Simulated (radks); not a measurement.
Problem. The table gives one normalised radial function P(r) = r R(r) (large component) of Ce in [Xe] 4f1 5d1 6s2 (r in bohr). Method: Dirac Kohn-Sham, BLYP, spin-unpolarised, spherical densities, finite nucleus; open shells fill j = l - 1/2 first; Fermi nuclear charge, rms radius 4.8771 fm; computed with a radial shooting solver on a logarithmic mesh with Libxc functionals.

r	P
0.002559	0.0000
0.003468	0.0000
0.004738	0.0001
0.006421	0.0002
0.008772	0.0005
0.01189	0.0011
0.01624	0.0026
0.02201	0.0057
0.02983	0.0122
0.04075	0.0254
0.05523	0.0483
0.07546	0.0851
0.1023	0.1308
0.1397	0.1693
0.1893	0.1630
0.2587	0.0727
0.3506	-0.0908
0.4789	-0.2448
0.6491	-0.2481
0.8867	-0.0426
1.202	0.2685
1.642	0.5302
2.225	0.6148
3.04	0.5360
4.12	0.3775
5.628	0.2086
7.628	0.0882
10.42	0.0251
14.12	0.0046

Which n and l does it have? It may be an empty orbital.

Solution. n = 5, l = 2: the number of nodes gives n - l - 1 = 2, the rise at small r points to l (this Dirac orbital starts outside the nucleus as r^gamma with gamma = sqrt((l + 1)^2 - (Z/c)^2) = 2.97; the j = 5/2 orbital of l + 1 starts with the same power, but with a smaller coefficient, and then steepens), and the extent must fit the shell. The curve is that of 5d5/2; the two j differ most near the nucleus, where j = l - 1/2 has the larger amplitude, and in heavy atoms j = l - 1/2 is also the more compact. 5d5/2 (empty): eigenvalue -2.757 eV, 2 radial nodes at r = 0.299, 0.927 bohr, <r> = 3.00 bohr, 90 % of the charge inside 4.82 bohr.
